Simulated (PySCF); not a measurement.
An unknown is described by computed data only.

Elements present: B, C, Cl and H. Monoisotopic mass: 124.0018 u.

- Triplet: lowest triplet excitation (Tamm–Dancoff): 5.69 eV [TDA wB97X-D/def2-SVPD]
- 13C NMR: chemical shifts (computed TMS as zero) by class: 35.8 (1 C), 24.0 (1 C), 20.6 (1 C) ppm [GIAO B3LYP/pcSseg-1]
- 1H NMR: chemical shifts (computed TMS as zero) by class: 1.29 (2 H), 1.28 (2 H), 1.11 (3 H) ppm [GIAO B3LYP/pcSseg-1]
- XPS: B1s 198.2, Cl2p3/2 206.4 (×2), C1s 290.6, C1s 290.8, C1s 291.0, Cl1s 2829.0 (×2) eV [ΔSCF SCAN, pcX-2 on the ionised atom, pcseg-1 elsewhere, spin-free X2C, 2p3/2 from a spin–orbit splitting computed afterwards within the 2p shell]
- Polarisability: 77.8 au [wB97X-D/def2-SVPD]
- Rotational structure: rotational constants A, B, C: 2.808, 1.277, 0.935 GHz [PBE0-D3(BJ)/def2-SVP]

The electronic properties come from PySCF, for the isolated species, density fitting. Levels stand in brackets. Isolated species at its PBE0-D3(BJ)/def2-SVP geometry (one conformer only). NMR values are class means; diastereotopic atoms form classes of their own.

Question: Which formula fits the mass and the elements?

Answer: C3H7BCl2 (calculated 124.0018). No other formula that holds each of these elements comes within 0.0003 u with a fitting electron parity and a possible valence count.

Question: Propose a structure and show how it fits.

Answer: 3 carbons fall into 3 classes; from least to most shielded: carbon bonded to B, C and 2 H (35.8 ppm), carbon bonded to 2 C and 2 H (24.0 ppm), carbon bonded to C and 3 H (20.6 ppm). Hydrogen classes from least to most shielded: 2 H on a carbon bonded to 2 C and 2 H (1.29 ppm), 2 H on a carbon bonded to B, C and 2 H (1.28 ppm), 3 H on a carbon bonded to C and 3 H (1.11 ppm). The core levels belong to: B1s 198.2 eV, boron bonded to C and 2 Cl; Cl2p3/2 206.4 eV, chlorine bonded to B; C1s 290.6 eV, carbon bonded to B, C and 2 H; C1s 290.8 eV, carbon bonded to C and 3 H; C1s 291.0 eV, carbon bonded to 2 C and 2 H; Cl1s 2829.0 eV, chlorine bonded to B. One atom of each topological class was ionised and stands for its class. By its constants the optimised geometry is an asymmetric top. Structure: `CCCB(Cl)Cl` (BCl2(nPr)). The assignments are read from this structure; whether some other isomer fits the data as well wasn't checked.
